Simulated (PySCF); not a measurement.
## A survey of $^{29}$Si NMR shifts

- geometry from GFN2-xTB
- shielding tensors at PBE0/pcSseg-1 (GIAO)
- program: PySCF 2.14
- isolated molecule, averaged over atoms made equivalent by symmetry, fast rotation or ring inversion, non-relativistic, one computed conformer

Shieldings were converted by a linear fit to measured shifts: $^{29}$Si: δ = 279.94 − 0.822σ (rms 8.9 ppm, 72 shifts, 25.8 ppm with the 6 outliers that the fit left out vs TMS, solution or neat liquid). A few per cent of atoms miss by over 2 rms, more outside the fitted compound classes.

Task: Give the $^{29}$Si shifts of `FC[SiH2]N[SiH2]F`, `C[Si@@H]([SiH3])[SiH2]O[SiH3]`, `[SiH3]OC([SiH3])([SiH3])[SiH3]`, `O[SiH2][SiH2]C[SiH2][SiH3]`, `C=C(C)[Si@@H](Cl)CC[SiH2]C`, `[SiH3]O[C@@H]([SiH3])[SiH2][SiH3]`, `FC[C@@]1(N[SiH3])[C@@H]2C[C@@H]21`.

Result: 
| compound | environment | δ (ppm) |
| --- | --- | --- |
| [F:1][CH2:2][SiH2:3][NH:4][SiH2:5][F:6] | Si5: silicon bonded to F, N, 2 H | -15.6 |
| [F:1][CH2:2][SiH2:3][NH:4][SiH2:5][F:6] | Si3: silicon bonded to C, N, 2 H | -39.7 |
| [CH3:1][Si@@H:2]([SiH3:3])[SiH2:4][O:5][SiH3:6] | Si4: silicon bonded to O, Si, 2 H | -26.8 |
| [CH3:1][Si@@H:2]([SiH3:3])[SiH2:4][O:5][SiH3:6] | Si6: silicon bonded to O, 3 H | -42.4 |
| [CH3:1][Si@@H:2]([SiH3:3])[SiH2:4][O:5][SiH3:6] | Si2: silicon bonded to C, 2 Si, H | -81.4 |
| [CH3:1][Si@@H:2]([SiH3:3])[SiH2:4][O:5][SiH3:6] | Si3: silicon bonded to Si, 3 H | -101.3 |
| [SiH3:1][O:2][C:3]([SiH3:4])([SiH3:5])[SiH3:6] | Si1: silicon bonded to O, 3 H | -43.3 |
| [SiH3:1][O:2][C:3]([SiH3:4])([SiH3:5])[SiH3:6] | Si4/5/6: silicon bonded to C, 3 H (×3) | -61.4 |
| [OH:1][SiH2:2][SiH2:3][CH2:4][SiH2:5][SiH3:6] | Si2: silicon bonded to O, Si, 2 H | -25.6 |
| [OH:1][SiH2:2][SiH2:3][CH2:4][SiH2:5][SiH3:6] | Si5: silicon bonded to C, Si, 2 H | -69.7 |
| [OH:1][SiH2:2][SiH2:3][CH2:4][SiH2:5][SiH3:6] | Si3: silicon bonded to C, Si, 2 H | -74.4 |
| [OH:1][SiH2:2][SiH2:3][CH2:4][SiH2:5][SiH3:6] | Si6: silicon bonded to Si, 3 H | -106.2 |
| [CH2:1]=[C:2]([CH3:3])[Si@@H:4]([Cl:5])[CH2:6][CH2:7][SiH2:8][CH3:9] | Si4: silicon bonded to 2 C, Cl, H | -4.1 |
| [CH2:1]=[C:2]([CH3:3])[Si@@H:4]([Cl:5])[CH2:6][CH2:7][SiH2:8][CH3:9] | Si8: silicon bonded to 2 C, 2 H | -38.8 |
| [SiH3:1][O:2][C@@H:3]([SiH3:4])[SiH2:5][SiH3:6] | Si1: silicon bonded to O, 3 H | -37.8 |
| [SiH3:1][O:2][C@@H:3]([SiH3:4])[SiH2:5][SiH3:6] | Si5: silicon bonded to C, Si, 2 H | -64.2 |
| [SiH3:1][O:2][C@@H:3]([SiH3:4])[SiH2:5][SiH3:6] | Si4: silicon bonded to C, 3 H | -69.5 |
| [SiH3:1][O:2][C@@H:3]([SiH3:4])[SiH2:5][SiH3:6] | Si6: silicon bonded to Si, 3 H | -107.2 |
| FC[C@@]1(N[SiH3])[C@@H]2C[C@@H]21 | silicon bonded to N, 3 H | -58.5 |

Task: Order these by $^{29}$Si shift, lowest first.
A. [H]/N=C\[C@@H](CF)[C@H]1C[SiH2]1
B. [H]/N=C1\CCC[C@@H]1[SiH2]F
C. C[C@]([SiH3])(Cl)CC1CCC1

Result: A (-123.5 ppm, silicon bonded to 2 C, 2 H, in a 3-membered ring), C (-51.0 ppm, silicon bonded to C, 3 H), B (-9.9 ppm, silicon bonded to C, F, 2 H).
